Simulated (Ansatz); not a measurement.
Computed with Ansatz on PBE0-D4/def2-TZVP structures; ΔE is electronic, products minus reactants. CCSD(T)/CBS adds triple-zeta CCSD(T) − MP2 to the extrapolated MP2 energy (def2 sets, frozen cores). DFT in def2-TZVPP. One conformer a species, not always the lowest.

`FCC(F)OC(F)F` + `O[SiH3]` → `FC(F)O[SiH3]` + `OC(F)CF`  (substitution at a C–O bond)

Task: Is it downhill or uphill in electronic energy at CCSD(T)/CBS, and by how much? (An estimate is asked.)

Result: The calculation gave: Downhill: ΔE = -2.6 kcal/mol.

Task: What do these levels give: PBE-D4, r2SCAN-D4, ωB97M-V, PBE, PBE0, HF/def2-TZVPP, MP2/def2-TZVPP, CCSD/def2-TZVPP, CCSD(T)/def2-TZVPP, MP2/def2-QZVPP, SCS-MP2/def2-QZVPP, MP2/CBS(def2)? (Estimate.)

Result: Computed: PBE-D4 -3.7, r2SCAN-D4 -3.2, ωB97M-V -3.1, PBE -3.6, PBE0 -3.2, HF/def2-TZVPP -2.2, MP2/def2-TZVPP -2.5, CCSD/def2-TZVPP -2.4, CCSD(T)/def2-TZVPP -2.5, MP2/def2-QZVPP -2.5, SCS-MP2/def2-QZVPP -2.5, MP2/CBS(def2) -2.6 kcal/mol.

Largest T1 diagnostic among the species: 0.012.
